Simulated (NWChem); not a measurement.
System: CaH$_{2}$SO; SMILES [OH][Ca][SH]

Here is an NWChem input.

```
start job
memory heap 200 mb stack 900 mb global 1100 mb
geometry units angstroms noautosym nocenter noautoz
  Ca     0.461061    -0.457799     0.338666
  O      0.295075    -2.399679    -0.025915
  H      0.149208    -3.319606    -0.248122
  S     -0.167231     2.075871     0.192122
  H     -1.231551     1.885944    -0.620795
end
basis spherical
  Ca library 6-31+g*
  O library 6-31+g*
  H library 6-31+g*
  S library 6-31+g*
end
dft
  xc pbe0
  iterations 150
end
property
  response 1 0.0428
end
task dft property
```

All runs use the structure optimised with PBE0/def2-SVP.

Field at 1065 nm.

Question: Give the results of this calculation. (PBE0/6-31+G* (spherical d).) Quantities: isotropic polarisability (bohr³); anisotropy (bohr³).

Answer: The isotropic polarisability (bohr³) is 47.7 and the anisotropy (bohr³) comes out as 20.8.
